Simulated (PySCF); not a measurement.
**Steps of a relaxation of Hf(SH)4**

Hf(SH)4 (singlet). PySCF 2.14.0, RKS PBE0, Hf def2-SVP with ECP60, S def2-SVP, H def2-SVP; non-relativistic Hamiltonian with scalar-relativistic core potentials where named; density fitting; no spin-orbit coupling. Origin of the start: template. Columns: position (Å) and force (eV/Å). Energies are counted from the last step; some of the 21 steps are shown. Forces carry noise of the integration grid, about 0.01 to 0.03 eV/Å.

Run from Python with OMP_NUM_THREADS=2. Where DIIS fails, smearing, a level shift and second-order steps follow.
It took 2.4 min on 2 threads of Arm Neoverse V2, with other jobs on the host, from the converged density of the start.

```xyz
9
step 0  E = 0.281 eV
Hf    0.0000    0.0000    0.0000     0.00    0.00    0.00
S     1.4151    1.4151    1.4151    -0.34    0.27   -0.18
H     2.5248    0.6864    1.6056     0.17   -0.30   -0.07
S    -1.4151   -1.4151    1.4151     0.34   -0.27   -0.18
H    -2.5248   -0.6864    1.6056    -0.17    0.30   -0.07
S     1.4151   -1.4151   -1.4151     0.27    0.34    0.18
H     0.6864   -2.5248   -1.6056    -0.30   -0.17    0.07
S    -1.4151    1.4151   -1.4151    -0.27   -0.34    0.18
H    -0.6864    2.5248   -1.6056     0.30    0.17    0.07
```

```xyz
9
step 7  E = 0.086 eV
Hf    0.0000    0.0000    0.0000     0.00    0.00    0.00
S     1.3729    1.5391    1.3006     0.02   -0.16   -0.02
H     2.2075    0.5096    1.6154    -0.07    0.09    0.02
S    -1.3729   -1.5391    1.3006    -0.02    0.16   -0.02
H    -2.2075   -0.5096    1.6154     0.07   -0.09    0.02
S     1.5391   -1.3729   -1.3006    -0.16   -0.02    0.02
H     0.5096   -2.2075   -1.6154     0.09    0.07   -0.02
S    -1.5391    1.3729   -1.3006     0.16    0.02    0.02
H    -0.5096    2.2075   -1.6154    -0.09   -0.07   -0.02
```

```xyz
9
step 13  E = 0.014 eV
Hf    0.0000    0.0000    0.0000     0.00    0.00    0.00
S     1.3132    1.4957    1.3838     0.15   -0.08    0.10
H     1.8656    0.4178    2.0129    -0.08    0.15   -0.06
S    -1.3132   -1.4957    1.3838    -0.15    0.08    0.10
H    -1.8656   -0.4178    2.0129     0.08   -0.15   -0.06
S     1.4957   -1.3132   -1.3838    -0.08   -0.15   -0.10
H     0.4178   -1.8656   -2.0129     0.15    0.08    0.06
S    -1.4957    1.3132   -1.3838     0.08    0.15   -0.10
H    -0.4178    1.8656   -2.0129    -0.15   -0.08    0.06
```

Question: Where does the relaxation end?

Answer: It converges at step 20 in S4:
```xyz
9
step 20  E = 0
Hf    0.0000    0.0000    0.0000
S     1.3422    1.4820    1.3832
H     1.7792    0.4314    2.1232
S    -1.3422   -1.4820    1.3832
H    -1.7792   -0.4314    2.1232
S     1.4820   -1.3422   -1.3831
H     0.4313   -1.7791   -2.1233
S    -1.4820    1.3422   -1.3831
H    -0.4313    1.7791   -2.1233
```

Question: How did the contacts change?

Answer: 
| contact | start (Å) | end (Å) |
| --- | --- | --- |
| Hf1–S2 (SH) | 2.451 | 2.431 |
| Hf1–S4 (SH) | 2.451 | 2.431 |
| Hf1–S6 (SH) | 2.451 | 2.431 |
| Hf1–S8 (SH) | 2.451 | 2.431 |
